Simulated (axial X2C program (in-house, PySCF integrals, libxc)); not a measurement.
## Potential curves of PbSi, spin-free

All values were computed with an axial X2C code built on PySCF integrals. Spin-free means the one-electron spin-free X2C Hamiltonian. Basis: Pb dyall-v3z [12s14p10d6f], Si dyall-v3z [8s7p2d1f] (cores contracted in-house); Gaussian nuclei, density fitting, unrestricted open shells. Masses: Pb 207.977 u, Si 27.977 u.

State: M_S = 1, Λ = 0 (beyond evenly filled blocks: π+α, π-α). Energies in kJ/mol from the fragments at the same level (Pb + Si). Fits are polynomials in 1 − R0/R over 0.85 to 1.23 times the lowest point R0.

| R (Å) | B97-3 |
| --- | --- |
| 2.2185 | -155.73 |
| 2.3205 | -206.80 |
| 2.3970 | -230.43 |
| 2.4735 | -244.39 |
| 2.5500 | -250.79 |
| 2.6392 | -250.86 |
| 2.7285 | -244.91 |
| 2.8432 | -230.95 |
| 2.9835 | -207.52 |
| 3.1875 | -166.98 |

The state is one determinant whose occupation by symmetry is held fixed; it was picked as the lowest of a PBE0 search that is not exhaustive. Dissociation energies refer to the lowest single-determinant-based atoms at the same level and basis. PBE0 can misorder states that lie within some tenths of an eV, so this need not be the ground state of the molecule. The nearest other spin-free determinant of the search, M_S = 1, Λ = 1, lies 0.35 eV up at the distance of the search. Spin–orbit coupling changes these values markedly for this molecule (Re by over 0.02 Å or De by over 0.25 eV), so the spin-free numbers are a model. Spin-free De lacks the spin–orbit lowering of the heavy p-block atom, a tenth of an eV or more for 4p and 5p, up to an eV for 6p and one to two eV for 7p atoms, less what an open-shell molecule gains itself.

Q: What are Re, ωe and De at the B97-3 level?

A: At B97-3, spin-free: Re = 2.594 Å, ωe ≈ 315 cm⁻¹, De = 2.61 eV to Pb + Si; Be follows as 0.102 cm⁻¹.
